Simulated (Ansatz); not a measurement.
Calculation: B3LYP-D3(BJ)/def2-TZVP (Ansatz, a quantum-chemistry and plane-wave program). No frequencies were computed at this level.

Ansatz 0.2 input:
```yaml
crystal:
  periodic: [false, false, false]
  atoms:
    - { symbol: S, position_ang: [1.190169, -0.76804, -0.066653] }
    - { symbol: B, position_ang: [-0.475569, -0.084247, -0.006504] }
    - { symbol: Cl, position_ang: [-0.74231, 1.622759, 0.137283] }
    - { symbol: Cl, position_ang: [-1.827301, -1.148235, -0.095432] }
    - { symbol: H, position_ang: [1.855011, 0.377764, 0.031306] }
basis:
  gaussian: { orbitals: def2-tzvp }
hamiltonian:
  xc: b3lyp
  dispersion: d3bj
relax:
  max_steps: 150
```

Output:

```
Functional definition: B3LYP
1010 factors; their error is unknown
mean field evaluation 1: about -36577.8409 eV, gradient 2.0e1 eV
mean field evaluation 2: about -36577.5920 eV, gradient 2.3e1 eV
mean field evaluation 4: about -36578.8792 eV, gradient 7.6e-1 eV
mean field evaluation 8: about -36578.9572 eV, gradient 2.0e-2 eV
mean field -36578.95722359 eV, -1344.2518838591 hartree, gradient 5.0e-5 eV, S^2 0.000000; 0 other end points of the search recorded, 0 dependent functions left out
reference -36578.95746102 eV, -1344.2518925845 hartree; 28, 28 occupied and 120, 120 virtual orbitals, 1010 factors
relax step   1: F+E_penalty+E_count = -36579.25227709 eV  Δ(F+E_penalty+E_count) = +0.000e0 eV  max|allowed force component| = 7.564e-1 eV/Å  Δτ_max = 0.0000 Å  (25 SCF iters, accepted)
these checks for a lower state are left out or cut short: starts, cluster_reference, orbital_swaps, neighbouring_geometries, increment
1010 factors; their error is unknown
mean field evaluation 16: about -36578.9002 eV, gradient 6.2e-3 eV
mean field -36578.97716059 eV, -1344.2526165305 hartree, gradient 2.2e-5 eV, S^2 0.000000; 0 other end points of the search recorded, 0 dependent functions left out
reference -36578.97739872 eV, -1344.2526252816 hartree; 28, 28 occupied and 120, 120 virtual orbitals, 1010 factors
relax step   2: F+E_penalty+E_count = -36579.27147112 eV  Δ(F+E_penalty+E_count) = -1.919e-2 eV  max|allowed force component| = 4.639e-1 eV/Å  Δτ_max = 0.0196 Å  (28 SCF iters, accepted)
these checks for a lower state are left out or cut short: starts, cluster_reference, orbital_swaps, neighbouring_geometries, increment
1010 factors; their error is unknown
mean field -36578.92033899 eV, -1344.2505283753 hartree, gradient 1.5e-5 eV, S^2 0.000000; 0 other end points of the search recorded, 0 dependent functions left out
reference -36578.92057811 eV, -1344.2505371625 hartree; 28, 28 occupied and 120, 120 virtual orbitals, 1010 factors
relax step   3: F+E_penalty+E_count = -36579.21313575 eV  Δ(F+E_penalty+E_count) = +5.834e-2 eV  max|allowed force component| = 9.555e-1 eV/Å  Δτ_max = 0.1108 Å  (29 SCF iters, rejected (line search))
these checks for a lower state are left out or cut short: starts, cluster_reference, orbital_swaps, neighbouring_geometries, increment
1010 factors; their error is unknown
mean field evaluation 32: about -36578.9764 eV, gradient 2.9e-5 eV
mean field -36578.97637913 eV, -1344.2525878122 hartree, gradient 2.2e-5 eV, S^2 0.000000; 0 other end points of the search recorded, 0 dependent functions left out
reference -36578.97661747 eV, -1344.2525965711 hartree; 28, 28 occupied and 120, 120 virtual orbitals, 1010 factors
relax step   4: F+E_penalty+E_count = -36579.27026210 eV  Δ(F+E_penalty+E_count) = +1.209e-3 eV  max|allowed force component| = 4.962e-1 eV/Å  Δτ_max = 0.0356 Å  (28 SCF iters, rejected (line search))
these checks for a lower state are left out or cut short: starts, cluster_reference, orbital_swaps, neighbouring_geometries, increment
1010 factors; their error is unknown
mean field -36578.98488959 eV, -1344.2529005658 hartree, gradient 2.3e-5 eV, S^2 0.000000; 0 other end points of the search recorded, 0 dependent functions left out
reference -36578.98512820 eV, -1344.2529093347 hartree; 28, 28 occupied and 120, 120 virtual orbitals, 1010 factors
relax step   5: F+E_penalty+E_count = -36579.27817971 eV  Δ(F+E_penalty+E_count) = -6.709e-3 eV  max|allowed force component| = 5.800e-2 eV/Å  Δτ_max = 0.0154 Å  (28 SCF iters, accepted)
these checks for a lower state are left out or cut short: starts, cluster_reference, orbital_swaps, neighbouring_geometries, increment
1010 factors; their error is unknown
mean field -36578.98526891 eV, -1344.2529145058 hartree, gradient 2.2e-5 eV, S^2 0.000000; 0 other end points of the search recorded, 0 dependent functions left out
reference -36578.98550751 eV, -1344.2529232741 hartree; 28, 28 occupied and 120, 120 virtual orbitals, 1010 factors
relax step   6: F+E_penalty+E_count = -36579.27848545 eV  Δ(F+E_penalty+E_count) = -3.057e-4 eV  max|allowed force component| = 4.378e-3 eV/Å  Δτ_max = 0.0073 Å  (29 SCF iters, accepted)
1010 factors; their error is unknown
mean field evaluation 64: about -36578.9853 eV, gradient 7.6e-5 eV
mean field -36578.98526891 eV, -1344.2529145058 hartree, gradient 2.2e-5 eV, S^2 0.000000; 1 other end points of the search recorded, 0 dependent functions left out
reference -36578.98550751 eV, -1344.2529232742 hartree; 28, 28 occupied and 120, 120 virtual orbitals, 1010 factors
Total energy: -36579.27872404 eV, -1344.2636987830 hartree
Atom 0 at     1.181468    -0.782491    -0.069538 Å, force     0.001204    -0.001630     0.004378 eV/Å
Atom 1 at    -0.462940    -0.072158    -0.006043 Å, force    -0.003898     0.002073    -0.002037 eV/Å
Atom 2 at    -0.749297     1.653784     0.139349 Å, force    -0.000070    -0.000283     0.002130 eV/Å
Atom 3 at    -1.826422    -1.173612    -0.096581 Å, force     0.000948    -0.000478    -0.001000 eV/Å
Atom 4 at     1.857191     0.374478     0.032814 Å, force     0.001816     0.000318    -0.003471 eV/Å
Dipole moment:     0.236817     0.094489     0.008311 e Å
```

Cost: roughly 60 core-seconds.
